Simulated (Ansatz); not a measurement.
```xyz
6

O     0.375   -1.290   -0.371
Ge   -0.302    0.206    0.208
F    -0.545    1.273   -1.120
F     0.865    1.025    1.171
H     1.195   -1.184   -0.862
H    -1.589   -0.029    0.974
```

Total charge 0; spin multiplicity 1.

Question: List the r2SCAN/def2-TZVPP orbital energies in eV (Ansatz 0.2.0). (An estimate is asked.)

Answer: Ansatz gave: Occupied: -10836.15, -1351.08, -1201.14, -1201.13, -1201.12, -666.04, -666.04, -516.62, -169.47, -119.21, -119.18, -119.11, -33.16, -32.88, -32.52, -32.41, -32.39, -30.68, -29.88, -26.67, -15.37, -13.05, -11.87, -11.57, -10.77, -10.26, -10.00, -9.84, -9.37, -8.65. Lowest empty: -0.74, 0.34, 0.36, 1.68, 3.04, 5.13, 6.57, 6.84.
